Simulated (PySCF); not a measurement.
**Ionisation energy of La⁵⁴⁺ by level of theory**

La⁵⁴⁺ [He] 2s1 (2S) → La⁵⁵⁺ 1s2 (1S), as a difference of total energies. Computed with PySCF 2.14 in an uncontracted even-tempered set (19 s from 30 bohr⁻², ratio 2.2; 8 p from 45 bohr⁻², ratio 2.4; 5 d from 140 bohr⁻², ratio 2.4; 5 f from 200 bohr⁻², ratio 2.4; 4 g from 310 bohr⁻², ratio 2.4), with scalar relativity by spin-free X2C-1e. Correlated levels: nothing frozen; virtual orbitals above 40 to 60 times the deepest correlated orbital energy dropped. The calculations carry no spin-orbit coupling.

```tsv
method	ionisation energy (eV)
UHF	11044.0
LDA	11035.4
PBE	11049.3
PBE0	11048.0
r2SCAN	11040.8
TPSS	11048.1
M06-L	11036.5
MP2 (all electrons)	11044.2
SCS-MP2 (all electrons)	11044.2
```

For this ion Breit and QED terms and the two-electron picture change, all absent here, outweigh the differences among the correlated methods.

For comparison: 11033.4 ± 0.05 eV (theoretical estimate listed by NIST; NIST Atomic Spectra Database, ionization energies).
